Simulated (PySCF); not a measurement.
**A small calculation by hand: oscillator strength and radiative lifetime**

Sb(H)(SiH3)2 (H₇SbSi₂), SMILES [SiH3][SbH][SiH3].

Geometry: r2SCAN-D4/def2-SVP. The def2 effective core potentials stand for the cores of Sb; spin–orbit coupling is left out.

TDA-PBE0/def2-SVPD in PySCF puts the first singlet state with f over 0.02 at 5.54 eV (vertical), with the transition dipole (0.317, 0.418, -0.081) in atomic units.

Task: Find the oscillator strength, the wavelength and the radiative lifetime that this transition would have in vacuum if emission retraced absorption.

Result: 
|μ|² = 0.2818 au, so |μ| = 1.35 D. ΔE = 5.54/27.211 = 0.2036 hartree. f = (2/3) ΔE |μ|² = 0.038 (the program prints 0.038).
λ = 1239.84/5.54 = 224 nm; ν = 44683 cm⁻¹.
Einstein's coefficient A = 0.6670 ν² f s⁻¹ (ν in cm⁻¹) = 5.1e7 s⁻¹, so τ = 1/A = 20 ns. This state is S1. The figure is the radiative limit of this one transition; relaxation, internal conversion, crossing to triplets and a medium change what is measured.
